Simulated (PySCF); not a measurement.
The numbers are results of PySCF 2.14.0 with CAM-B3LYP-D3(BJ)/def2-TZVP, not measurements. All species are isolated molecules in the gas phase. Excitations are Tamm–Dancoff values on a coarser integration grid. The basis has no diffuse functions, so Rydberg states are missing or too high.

Reference species (SMILES): `IB(I)I` (neutral, multiplicity 1).

```
Quantity                  Result
----------------------  --------
S1 oscillator strength     0.000
S1–T1 gap (TDA)          0.14 eV
LUMO                    -1.44 eV
```

Changed species: `BI` (2 of 3 I replaced by H; the reference has 0 of 3 I replaced by H).

Q: What does the change do to the S1 oscillator strength, S1–T1 gap (TDA) and LUMO?

A: the S1 oscillator strength hardly moves; the S1–T1 gap (TDA) rises by 0.10 eV, to 0.24 eV; the LUMO goes up by 0.34 eV, to -1.10 eV.
